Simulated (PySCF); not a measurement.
Input of a response calculation (the driver script's job line, then coordinates in Å):

```
{"job": {"kind": "uv", "xc": "CAM-B3LYP", "basis": "def2-SVPD", "nstates": 8, "ntriplets": 3}, "charge": 0, "multiplicity": 1}
C     -1.272740    -0.207424    -0.584757
C     -0.121094    -0.065712     0.406155
C      1.110885    -0.872356     0.004885
F     -0.555533    -0.531109     1.638419
C      0.237019     1.387754     0.631694
O      0.193685     2.015924     1.624131
Br     0.855737     2.257261    -1.020463
H     -0.971356     0.121781    -1.574526
H     -2.128358     0.377233    -0.253060
H     -1.565505    -1.253674    -0.629620
H      1.897201    -0.750556     0.747200
H      1.476500    -0.554418    -0.966741
H      0.839170    -1.924218    -0.041046
```

Computed, not measured: TDDFT CAM-B3LYP/def2-SVPD, vertical, gas phase, core orbitals frozen in the response (PySCF 2.14.0, density-fitted response routines). Job line and output are in the format of a driver script around the code.

Give the output.

```
coarse grid: 53368 points
cycle   1  E = -2904.5169560750  dE = -3.771e-02  |g| = 9.896e-01  |ddm| = 5.422e+00
cycle   2  E = -2904.1010008862  dE =  4.160e-01  |g| = 1.848e+00  |ddm| = 3.265e+00
cycle   3  E = -2904.7144428402  dE = -6.134e-01  |g| = 1.471e-01  |ddm| = 2.041e+00
cycle   4  E = -2904.7180668434  dE = -3.624e-03  |g| = 8.292e-02  |ddm| = 3.058e-01
cycle   5  E = -2904.7193813264  dE = -1.314e-03  |g| = 1.535e-02  |ddm| = 1.013e-01
cycle   6  E = -2904.7194313798  dE = -5.005e-05  |g| = 5.422e-03  |ddm| = 3.344e-02
cycle   7  E = -2904.7194395851  dE = -8.205e-06  |g| = 1.563e-03  |ddm| = 1.133e-02
final grid: 112952 points
cycle   8  E = -2904.7194730171  dE = -8.229e-07  |g| = 1.616e-03  |ddm| = 1.225e-02
cycle   9  E = -2904.7194729064  dE =  1.107e-07  |g| = 1.993e-03  |ddm| = 4.206e-03
cycle  10  E = -2904.7194736012  dE = -6.948e-07  |g| = 2.125e-04  |ddm| = 2.118e-03
cycle  11  E = -2904.7194736154  dE = -1.417e-08  |g| = 1.505e-04  |ddm| = 4.770e-04
cycle  12  E = -2904.7194736242  dE = -8.864e-09  |g| = 3.532e-05  |ddm| = 4.228e-04
cycle  13  E = -2904.7194736245  dE = -2.829e-10  |g| = 8.215e-06  |ddm| = 6.875e-05
converged SCF energy = -2904.7194736245

Static polarisability (au): isotropic 73.629, principal 63.699 72.158 85.031

Singlet excitations
state   eV       nm        f      main configurations
  1   4.9127    252.4   0.00012   H->L 0.76, H-2->L 0.20
  2   6.0361    205.4   0.00000   H-2->L 0.77, H->L 0.21
  3   6.1846    200.5   0.00022   H-1->L 0.65, H->L+1 0.30
  4   6.5091    190.5   0.00909   H-2->L+1 0.45, H->L+1 0.31, H-1->L 0.14
  5   6.5422    189.5   0.00063   H-1->L+1 0.90
  6   7.6144    162.8   0.38429   H-2->L+1 0.36, H->L+1 0.22, H-3->L 0.15
  7   7.9982    155.0   0.01071   H->L+2 0.46, H-3->L 0.31
  8   8.0634    153.8   0.12682   H-3->L 0.51, H->L+2 0.25, H->L+1 0.09

Triplet excitations (Tamm-Dancoff, eV): 4.4314 5.5453 5.6912
```

Geometry: GFN2-xTB, one conformer, isolated molecule. The CAM-B3LYP/def2-SVPD calculation is non-relativistic and has no spin–orbit coupling, an omission that weighs most on bromine.

The SCF starts on a coarse grid; the energy jumps when the final grid takes over, and dE counts afresh there. H and L stand for HOMO and LUMO.

Shape of the structure used: `[CH3:1][C:2]([CH3:3])([F:4])[C:5](=[O:6])[Br:7]`: C1–C2–C5–O6 118°.
